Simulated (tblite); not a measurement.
Compound: C₈H₁₆FP.
Numbering: `[CH3:1][CH:2]([CH3:3])/[C:4]([F:5])=[P:6]\[C:7]([CH3:8])([CH3:9])[CH3:10]` (hydrogens: H11, H12, H13 on C1; H14 on C2; H15, H16, H17 on C3; H18, H19, H20 on C8; H21, H22, H23 on C9; H24, H25, H26 on C10)

Geometry (GFN2-xTB, Å), atoms numbered from 1 in this order:
```
atom  x, y, z in Å
C1     2.783   -0.461   -0.695
C2     1.689    0.443   -0.120
C3     2.254    1.821    0.235
C4     1.108   -0.192    1.107
F5     2.069   -0.360    2.067
P6    -0.385   -0.753    1.632
C7    -1.637   -0.471    0.225
C8    -1.284   -1.278   -1.023
C9    -2.955   -1.009    0.795
C10   -1.817    1.013   -0.090
H11    2.373   -1.433   -0.963
H12    3.213   -0.006   -1.585
H13    3.573   -0.610    0.037
H14    0.905    0.566   -0.868
H15    2.682    2.288   -0.650
H16    3.032    1.726    0.989
H17    1.470    2.466    0.626
H18   -2.090   -1.194   -1.753
H19   -0.367   -0.933   -1.492
H20   -1.162   -2.330   -0.770
H21   -3.756   -0.898    0.066
H22   -2.863   -2.064    1.047
H23   -3.233   -0.467    1.697
H24   -2.630    1.140   -0.804
H25   -0.921    1.457   -0.515
H26   -2.071    1.562    0.816
```

Level: GFN2-xTB in tblite, geometry and Hessian alike; calculated harmonic values, unscaled, isolated species. Errors from tens to a few hundred cm⁻¹ against measured bands are possible. One conformer, not necessarily the lowest.

Harmonic wavenumbers (cm⁻¹): 34.1, 79.2, 105.6, 125.2, 165.6, 180.9, 189.2, 212.0, 217.4, 235.7, 246.7, 262.6, 287.9, 291.6, 339.2, 378.7, 398.4, 431.7, 507.6, 528.1, 612.0, 720.6, 854.8, 927.1, 949.8, 958.8, 959.7, 965.2, 985.3, 1014.7, 1026.1, 1027.3, 1130.6, 1146.5, 1162.3, 1192.0, 1210.7, 1228.9, 1232.6, 1297.0, 1344.7, 1401.9, 1406.8, 1408.0, 1417.3, 1428.9, 1484.4, 1487.0, 1488.1, 1489.8, 1494.0, 1498.3, 1500.2, 1501.6, 1503.0, 1507.7, 2985.3, 3001.7, 3005.4, 3013.9, 3015.1, 3018.8, 3021.4, 3025.2, 3027.3, 3031.0, 3032.3, 3035.0, 3043.6, 3047.0, 3048.4, 3053.0.

A = 1730, B = 708.5, C = 643.9 MHz; mass 162.097 u (most abundant isotopes); point group Cs, symmetry number 1.

Task: What is the zero-point energy?

Result: ½Σν̃ = 48793 cm⁻¹ = 139.51 kcal/mol.

Task: Entropy at 273.15 K, 1 bar (ideal gas, RRHO, classical rotation)?

Result: Translation 40.75, rotation 30.13, vibration 39.12: S = 110.0 cal/(mol K).

Task: And Cp and H(273.15 K) − H(0)?

Result: Cp = 48.06 cal/(mol K), of which vibrations give 40.11 (their classical limit is 72 R = 143.1); H(273.15 K) − H(0) = 7.96 kcal/mol without the zero-point energy, 5.79 from vibrations.

Task: Blend soft modes into free rotors: weight 1/[1 + (100 cm⁻¹/ν̃)⁴] for the oscillator and the rest for a rotor with moment μB/(μ + B), μ = h/(8π²ν), B = 10⁻⁴⁴ kg m². What vibrational entropy results?

Result: 36.81 cal/(mol K) in place of 39.12, which changes −T·S at 273.15 K by +0.63 kcal/mol.

Task: What must be added to the electronic energy to get the Gibbs energy at 273.15 K and 1 bar?

Result: ZPE + [H(273.15 K) − H(0)] − T·S = 139.51 + 7.96 − 30.05 = 117.42 kcal/mol.

Task: Which modes carry the vibrational entropy at 273.15 K?

Result: 34.1 cm⁻¹: 5.40; 79.2 cm⁻¹: 3.74; 105.6 cm⁻¹: 3.18; 125.2 cm⁻¹: 2.85; 165.6 cm⁻¹: 2.32; 180.9 cm⁻¹: 2.16 cal/(mol K); the other 66 give 19.47 together.

Hindered rotation and anharmonicity are outside this model. Other conformers, if any are populated, would add a mixing term that is left out.
